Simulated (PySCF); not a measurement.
**Electronic structure of Cl²⁺ (chlorine, charge +2) at the UHF level**

Configuration: [Ne] 3s1 3p4, high-spin 4P determinant (an excited configuration). All numbers are calculated (PySCF 2.14, the spin-free X2C one-electron Hamiltonian (Gaussian nucleus), in ANO-RCC-VTZP (5s4p2d1f, 34 functions)).

```json
{
 "Total energy": "-459.156198 hartree",
 "One-electron energy": "-619.5319 hartree",
 "Hartree (Coulomb) energy": "187.4083 hartree",
 "Exchange energy": "-27.0326 hartree",
 "⟨S²⟩": "3.7546",
 "⟨L²⟩": "2.014",
 "Sum of ⟨r⟩": "11.34 bohr",
 "Sum of ⟨r²⟩": "16.05 bohr²",
 "Traceless quadrupole moment −½Σ⟨3z² − r²⟩ along its main axis": "-1.14 e·bohr²",
 "Langevin diamagnetic susceptibility": "-12.7 ×10⁻⁶ cm³/mol"
}
```

```
shell  electrons  mean orbital energy (hartree)  spread (hartree)  rms radius, mean of both spins (bohr)
 1s α          1                     -106.36739                 0                                  0.105
 1s β          1                     -106.31154                 0                                  0.105
 2s α          1                      -11.76016                 0                                  0.479
 2s β          1                      -11.68146                 0                                  0.479
 2p α          3                       -9.17072           0.02703                                  0.450
 2p β          3                       -9.09751           0.02375                                  0.450
 3s α          1                       -2.15729                 0                                   1.53
 3p α          3                       -1.48784           0.07686                                   1.73
 3p β          1                       -1.23450                 0                                   1.73
```

Densities and radii are taken from the X2C orbitals without a picture-change correction, which distorts them close to the nucleus.

Spin-orbit constants ζ (cm⁻¹) from the X2C one-electron operator on these orbitals: bare nucleus, nucleus screened by l(l+1)(2l+1)/3 electrons, and screened by the Breit-Pauli mean field of the electrons.

```
shell   bare  screened nucleus  mean field
   2p  10010              8833        8300
   3p  932.6             822.9       766.4
```

To first order the Landé constant is A = -255.5 cm⁻¹, so the lowest level has J = 5/2 and lies 0.0475 eV below the centre of the term. This holds in LS coupling only.
